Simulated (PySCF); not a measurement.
# What a mistake does to a calculation on BFH5Si2 cation

These are calculations, not measurements. The program is PySCF 2.14.0, an open-source quantum chemistry code, run on an isolated molecule that a program drew, which may never have been made. The molecule is BFH5Si2 cation (charge +1, singlet), drawn as the SMILES string `F[B+][SiH2][SiH3]`.

Each row is a Hartree-Fock (HF) and frozen-core CCSD(T) single point in the cc-pV(D+d)Z basis, meant for a local HF minimum. Run 1 is clean. Each other run has one planted mistake out of seven kinds, and not every kind appears here: one electron removed, one electron added, multiplicity raised by two, geometry at a saddle point, minimal basis STO-3G, one bond length entered in bohr, all coordinates scaled. The reference is restricted for singlets and unrestricted otherwise, and also for a bond in bohr. Adding or removing an electron swaps singlet and doublet. Electrons count all cores. HOMO and LUMO are orbital energies over both spins, the gradient is its largest component, and the lowest frequency (negative if imaginary) is given only where the gradient is small. Bond lengths are over the 8 bonds as drawn. T1 is the CCSD diagnostic: over 0.02 (restricted) or 0.045 (unrestricted) a single reference is doubtful.

Geometry of the clean run:
```xyz
9
BFH5Si2 cation, angstrom
F     2.5085   -3.2043    0.5637
B     1.7543   -2.2901    0.2424
Si    0.4645   -0.7349   -0.3014
Si   -1.6523   -1.1289    0.7536
H     1.2854    0.3886    0.1852
H     0.5528   -0.9004   -1.7635
H    -2.1186   -2.4353    0.2597
H    -1.3927   -1.1354    2.2030
H    -2.4966   -0.0059    0.3175
```

```
run,electrons,basis functions,<S^2>,HOMO (eV),LUMO (eV),gradient (hartree/bohr),lowest frequency (cm^-1),mean bond (Å),longest bond (Å),T1,HF (hartree),CCSD(T) (hartree),mistake
1,46,99,0.000,-16.17,-4.02,2.2e-05,77,1.6353,2.398,0.0169,-704.65932,-705.17140,no fault
2,46,99,0.845,-13.89,-4.05,9.9e-03,-,1.7990,2.783,0.0430,-704.54790,-705.04805,one bond length entered in bohr
3,45,99,0.758,-23.40,-13.95,8.6e-02,-,1.6353,2.398,0.0196,-704.10708,-704.59693,one electron removed
4,46,99,2.016,-11.58,-8.36,1.0e-01,-,1.6353,2.398,0.0208,-704.49084,-704.98820,?
5,47,99,0.769,-6.07,2.63,9.6e-02,-,1.6353,2.398,0.0172,-704.84327,-705.36197,?
```

**Which mistake was planted in run 4, and what did it cost?**

Electrons, basis and geometry are unchanged, and <S^2> is 2.016, beside S(S+1) = 2.00 for a multiplicity of 3. So the mistake is: multiplicity raised by two. Subtracting run 1 and multiplying by 627.51 kcal/mol a hartree, the energy moved by 105.7 kcal/mol in HF and 115.0 kcal/mol in CCSD(T).

**Which mistake was planted in run 5, and what did it cost?**

It counts 47 electrons, one more than the clean run, at the same geometry and basis. So the mistake is: one electron added. Subtracting run 1 and multiplying by 627.51 kcal/mol a hartree, the energy moved by -115.4 kcal/mol in HF and -119.6 kcal/mol in CCSD(T).

